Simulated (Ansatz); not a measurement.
Geometry optimisation of the cluster Au2O⁺.

```yaml
crystal:
  periodic: [false, false, false]
  atoms:
    - {symbol: Au, position_ang: [0.074190, -1.409860, 0.055460]}
    - {symbol: Au, position_ang: [-0.916370, 1.073670, -0.060500]}
    - {symbol: O, position_ang: [0.842190, 0.336200, 0.005040]}
basis:
  gaussian: {orbitals: def2-TZVP}
total_charge: 1
magnetization: {spin_polarized: true, initial_magnetization: 1}
hamiltonian: {xc: r2scan, dispersion: d4}
scf: {lower_state_search: "off"}
output: {orbitals: {seedname: orbitals}}
relax: {f_tol: 0.02, max_steps: 100}
```

```sh
$ ansatz run in.yaml --threads 4 --pin off --events-out ev --progress --plain --max-ram 3916MiB
```

It prints (some lines left out):

```
Functional definition: r2SCAN
mean field -9426.35838137 eV, -346.4122811000 hartree, gradient 1.5e-6 eV, S^2 0.762338; 0 other end points of the search recorded, 0 dependent functions left out
relax step   1: F+E_penalty+E_count = -9426.37282874 eV  Δ(F+E_penalty+E_count) = +0.000e0 eV  max|allowed force component| = 1.929e0 eV/Å  Δτ_max = 0.0000 Å  (107 SCF iters, accepted)
mean field -9426.58796715 eV, -346.4207182218 hartree, gradient 3.7e-6 eV, S^2 0.765489; 0 other end points of the search recorded, 0 dependent functions left out
relax step   2: F+E_penalty+E_count = -9426.60237522 eV  Δ(F+E_penalty+E_count) = -2.295e-1 eV  max|allowed force component| = 3.062e-1 eV/Å  Δτ_max = 0.1510 Å  (31 SCF iters, accepted)
mean field -9426.63312054 eV, -346.4223775785 hartree, gradient 2.3e-6 eV, S^2 0.765630; 0 other end points of the search recorded, 0 dependent functions left out
relax step   3: F+E_penalty+E_count = -9426.64752018 eV  Δ(F+E_penalty+E_count) = -4.514e-2 eV  max|allowed force component| = 2.653e-1 eV/Å  Δτ_max = 0.0747 Å  (30 SCF iters, accepted)
mean field -9426.66312616 eV, -346.4234802644 hartree, gradient 9.6e-6 eV, S^2 0.768300; 0 other end points of the search recorded, 0 dependent functions left out
relax step   4: F+E_penalty+E_count = -9426.67745935 eV  Δ(F+E_penalty+E_count) = -2.994e-2 eV  max|allowed force component| = 2.457e-1 eV/Å  Δτ_max = 0.1951 Å  (31 SCF iters, accepted)
mean field -9426.67112508 eV, -346.4237742194 hartree, gradient 1.5e-6 eV, S^2 0.766320; 0 other end points of the search recorded, 0 dependent functions left out
relax step   5: F+E_penalty+E_count = -9426.68549257 eV  Δ(F+E_penalty+E_count) = -8.033e-3 eV  max|allowed force component| = 3.367e-2 eV/Å  Δτ_max = 0.0494 Å  (28 SCF iters, accepted)
mean field -9426.67120995 eV, -346.4237773385 hartree, gradient 2.8e-6 eV, S^2 0.766473; 0 other end points of the search recorded, 0 dependent functions left out
relax step   6: F+E_penalty+E_count = -9426.68557696 eV  Δ(F+E_penalty+E_count) = -8.439e-5 eV  max|allowed force component| = 2.751e-2 eV/Å  Δτ_max = 0.0107 Å  (25 SCF iters, accepted)
mean field -9426.67126112 eV, -346.4237792191 hartree, gradient 2.2e-6 eV, S^2 0.766362; 0 other end points of the search recorded, 0 dependent functions left out
relax step   7: F+E_penalty+E_count = -9426.68562923 eV  Δ(F+E_penalty+E_count) = -5.227e-5 eV  max|allowed force component| = 3.651e-5 eV/Å  Δτ_max = 0.0030 Å  (28 SCF iters, accepted)
Total energy: -9426.68565019 eV, -346.4243080076 hartree
Atom 0 at     0.319896    -1.675066     0.070815 Å, force     0.000029    -0.000022     0.000001 eV/Å
Atom 1 at    -0.920695     1.435267    -0.074412 Å, force     0.000005     0.000037    -0.000001 eV/Å
Atom 2 at     0.600809     0.239810     0.003597 Å, force    -0.000034    -0.000014    -0.000000 eV/Å
Dipole moment:    -0.347430    -0.138674    -0.002080 e Å
Checks for a lower state left out: stability, starts, cluster_reference, orbital_swaps, neighbouring_geometries, increment
```

Run time 9.5 s (4 threads of Intel Xeon 6975P-C on a shared host).

In the def2 sets Au takes a core potential; there is no spin–orbit coupling. The relaxation made no stability test and no search for a lower SCF solution. The structure comes from a short search, and lower isomers may exist.
